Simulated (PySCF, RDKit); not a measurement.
Pair of molecules: H2O (SMILES O) (first 3 atoms) with CHN (SMILES C#N); geometry from B3LYP-D3(BJ)/def2-TZVP, rigid monomers moved along the line of their centres of mass till H3···N5 is 2.43 Å.
(charge 0, multiplicity 1):
```xyz
6

O     -0.14302     0.06523    -0.65726
H      0.79134    -0.06066    -0.84780
H     -0.20066     0.07223     0.30791
C     -0.28977     0.08026     3.87141
N     -0.14962     0.06264     2.73580
H     -0.42150     0.09679     4.93027
```

Monomers are frozen at their geometry in the pair; levels with a basis set take the counterpoise correction. Rows marked so take none.

Rows in 3-21G, 6-31G* carry no dispersion term and start afresh at each structure (6-31G* with six Cartesian d functions).

Codes used: PySCF for 3-21G rows, 6-31G* rows; RDKit for the force fields. 

### Question
One of these levels gives -5.58 kcal/mol for the interaction energy. Which?
A. MMFF94
B. HF/6-31G* (no counterpoise)
C. B3LYP/3-21G (no counterpoise)

### Answer
C, B3LYP/3-21G (no counterpoise). The others give -4.05 (MMFF94), -3.48 (HF/6-31G* (no counterpoise))
